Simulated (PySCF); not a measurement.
Cd(I)(OH) (CdHIO), SMILES [I][Cd][OH].

Coordinates come from a PBE0-D3(BJ)/def2-TZVP optimisation. The def2 effective core potentials stand for the cores of Cd, I; spin–orbit coupling is left out. Other conformers were not sampled.

Computed with HF/def2-TZVPD (PySCF).

Isolated molecule, no solvent.

Computed frontier levels, gap, dipole moment and polarisability:
- highest occupied level: -10.18 eV
- lowest empty level: 0.70 eV
- orbital gap: 10.88 eV
- dipole moment: 1.46 D
- quadrupole, principal values (traceless, Buckingham form, about the centre of nuclear charge): -15.62, 4.94, 10.67 D·Å
- mean static polarisability: 64.2 bohr³ (9.51 Å³)
- polarisability, principal values: 53.4, 53.8, 85.3 bohr³
